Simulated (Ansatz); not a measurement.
Program: Ansatz. Geometries: PBE0-D4/def2-TZVP. ΔE: electronic, gas phase. CCSD(T)/CBS is the MP2 limit (def2-TZVPP, def2-QZVPP) plus CCSD(T) − MP2 in def2-TZVPP, frozen cores. This one scheme is used for every species. DFT in def2-TZVPP. B3LYP here is the variant with VWN-RPA as its local correlation; programs differ in this. Each species was taken in one conformer, which may not be the lowest.

Consider the formal exchange of groups at the Al–C bond: `[OH][AlH][CH2]S` + `CO[SiH2]P` → `[OH][AlH][SiH2]P` + `COCS`.

```csv
level,ΔE (kJ/mol),difference from CCSD(T)/CBS
PBE-D4,115.7,-29.7
r2SCAN-D4,136.2,-9.2
PBE0-D4,126.0,-19.4
B3LYP-D4,139.3,-6.1
ωB97X-V,139.6,-5.8
B2PLYP,144.6,-0.8
PBE0,125.0,-20.4
B3LYP,137.4,-8.0
HF/def2-TZVPP,154.8,9.4
MP2/def2-TZVPP,154.0,8.6
SCS-MP2/def2-TZVPP,151.9,6.5
CCSD/def2-TZVPP,143.9,-1.5
CCSD(T)/def2-TZVPP,140.4,-5.0
HF/def2-QZVPP,157.2,11.8
MP2/def2-QZVPP,157.8,12.4
CCSD/CBS(def2),149.0,3.6
CCSD(T)/CBS,145.4,0
```

Largest T1 diagnostic among the species: 0.014.

From PBE to PBE0 (25 % exact exchange), in def2-TZVPP and without D4, ΔE moves by +10.5 kJ/mol.
